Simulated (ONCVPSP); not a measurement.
u(r) = r·R(r): atom against pseudo-atom (iron)

Columns: radius, all-electron u(r) and pseudo u(r) of the 3d shell (level -11.55 eV) of iron in the configuration [Ne] 3s2 3p6 3d6 4s1.5; PBE, scalar-relativistic, ONCV scheme, ONCVPSP 4.0.1.

| r (bohr) | all-electron | pseudo |
| --- | --- | --- |
| 0.070 | 0.0301 | 0.0041 |
| 0.140 | 0.1441 | 0.0313 |
| 0.210 | 0.3062 | 0.0980 |
| 0.280 | 0.4736 | 0.2101 |
| 0.350 | 0.6213 | 0.3603 |
| 0.420 | 0.7389 | 0.5320 |
| 0.490 | 0.8252 | 0.7025 |
| 0.560 | 0.8824 | 0.8498 |
| 0.630 | 0.9141 | 0.9574 |
| 0.700 | 0.9252 | 1.0181 |
| 0.770 | 0.9208 | 1.0336 |
| 0.840 | 0.9048 | 1.0125 |
| 0.910 | 0.8808 | 0.9675 |
| 0.980 | 0.8513 | 0.9110 |
| 1.050 | 0.8184 | 0.8531 |
| 1.120 | 0.7835 | 0.8000 |
| 1.190 | 0.7478 | 0.7535 |
| 1.260 | 0.7119 | 0.7131 |
| 1.330 | 0.6765 | 0.6765 |
| 1.400 | 0.6419 | 0.6418 |
| 1.470 | 0.6084 | 0.6084 |
| 1.540 | 0.5762 | 0.5762 |
| 1.610 | 0.5454 | 0.5453 |
| 1.680 | 0.5159 | 0.5158 |
| 1.750 | 0.4878 | 0.4878 |
| 1.820 | 0.4612 | 0.4611 |

(1) How many radial nodes do the two functions have?

(2) At about which radius was the pseudo-wave matched?

(3) Is the pseudo-wave norm-conserving?

## Answers

(1) The all-electron 3d function has n − l − 1 = 0; the pseudo-wave has 0.

(2) 1.40 bohr, where the columns begin to agree (steps of 0.07 bohr).

(3) Yes: the ONCV scheme keeps the norm inside the radius equal to the all-electron one, which fixes the energy derivative of the logarithmic derivative at the level.
